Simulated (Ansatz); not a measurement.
All numbers were calculated with Ansatz.

A structure relaxed at PBE0-D4/def2-TZVP, charge 0, multiplicity 1:

```xyz
10

N    -0.9510    0.7254   -1.5275
Si   -0.7382   -0.2908   -0.1784
S    -0.1228    0.7404    1.7557
Ga    1.2654   -1.2492    0.5816
H    -0.1695    1.0309   -2.0821
H    -1.7593    1.3147   -1.6428
H    -2.0691   -0.8074    0.2283
H     0.7544    1.5577    1.1494
H     1.1873   -2.4873    1.5310
H     2.6030   -0.5344    0.1847
```

(1) Give its formula and SMILES.

(2) Summarise the bond lengths by kind.

Answers

(1) GaH6NSSi, `N[SiH](S)[GaH2]`.

(2) 1 × N–Si 1.702 Å; 2 × H–N 1.006 to 1.007 Å; 1 × S–Si 2.277 Å; 1 × Ga–Si 2.347 Å; 1 × H–Si 1.484 Å; 1 × H–S 1.344 Å; 2 × Ga–H 1.562 to 1.568 Å.
